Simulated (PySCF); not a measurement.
```xyz
12

N     -0.4836     2.0553     0.0310
Ga    -0.0784     0.2802    -0.0051
Si     2.2452    -0.2298    -0.3333
Si    -1.9478    -1.1994     0.2829
H     -1.4139     2.4216     0.1600
H      0.1945     2.7937    -0.0763
H      3.0758     0.9993    -0.4721
H      2.7855    -1.0153     0.8110
H      2.4425    -1.0513    -1.5600
H     -3.2290    -0.4589     0.4559
H     -2.1003    -2.1011    -0.8928
H     -1.7609    -2.0675     1.4787
```

Charge 0, multiplicity 1.

Give the Mulliken and meta-Löwdin atomic charges from PBE-D3(BJ)/def2-TZVP // r2SCAN-D4/def2-TZVP (PySCF 2.14.0).


```csv
atom,Mulliken (e),meta-Löwdin (e)
N1,-0.55,-0.59
Ga2,0.30,0.22
Si3,-0.06,0.13
Si4,-0.06,0.13
H5,0.23,0.23
H6,0.23,0.23
H7,-0.02,-0.06
H8,-0.01,-0.06
H9,-0.01,-0.06
H10,-0.02,-0.06
H11,-0.01,-0.06
H12,-0.01,-0.06
```
